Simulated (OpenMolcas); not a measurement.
## Levels of F3+ by method

| Quantity | Value |
| --- | --- |
| Program | OpenMolcas 26.06 |
| Basis | ANO-RCC-VQZP [5s4p3d2f1g] |
| Scalar Hamiltonian | DKH2, point nucleus |
| Active space | 2 electrons in 9 orbitals (RAS2 2p; RAS3 3s 3d, at most 1 electron) |
| State averaging | 2S+1 = 3 even, 3 roots; 2S+1 = 1 even, 6 roots |
| Spin-orbit coupling | RASSI with atomic mean-field integrals over the reference wave functions, term energies averaged over their components |

Methods on the same reference wave functions:
A. RASSCF
B. SS-RASPT2, IPEA 0.25 Eh, imaginary shift 0.1 Eh (closed shells correlated: 1s 2s)

Energies in cm⁻¹ above 2s² 2p² ³P₀, the measured ground level; measured values from Moore, Atomic Energy Levels, vol. I, NSRDS-NBS 35 (1971 reprint of NBS Circular 467, 1949).

```
      Level      A      B  Measured
2s² 2p² ³P₀    0.0    0.0       0.0
2s² 2p² ³P₁    222    223       225
2s² 2p² ³P₂    653    653       613
2s² 2p² ¹D₂  27882  25680     25241
2s² 2p² ¹S₀  68610  60000     53544
```

Deviations, from unrounded energies. A percentage is the sum of absolute deviations over the sum of measured energies, with the sign that they share, or ± where signs differ.

```json
{"Against measurement": "mean absolute deviation (cm-1)", "Levels": "4", "A": "4400", "B": "1700"}
{"Against measurement": "fine structure of the ground term (%)", "Levels": "2", "A": "±5.1", "B": "±5.0"}
{"Against measurement": "other terms of the ground configuration (%)", "Levels": "2", "A": "+22.5", "B": "+8.8"}
```

B lies closest to measurement on these levels. The largest miss of B in the table is 2s² 2p² ¹S₀, by +6500 cm-1. The ranking rests on the paired levels alone, and a cruder setting can come out closer through cancelling errors.

From A to B the spin-free energies of the other terms of 2s² 2p² shown, above ³P, scale by factors of 0.87 to 0.92.

The lowest spin-free term lies below A's lowest term by 0.103 hartree in B.

CASPT2 does not keep the components of a term degenerate, so their means are used; among the terms shown or strongly mixed into the levels shown the widest spread is 74 cm-1 (2s² 2p² ¹D, B). With the s shell closed, the reference lacks s² → p² mixing. Computed and measured levels are paired by configuration, term and J; levels that our copy of the source lacks, or whose pairing is in doubt (as where it misses far off the trend of its configuration), stay unpaired and out of the deviations. Only configurations of the active space appear.
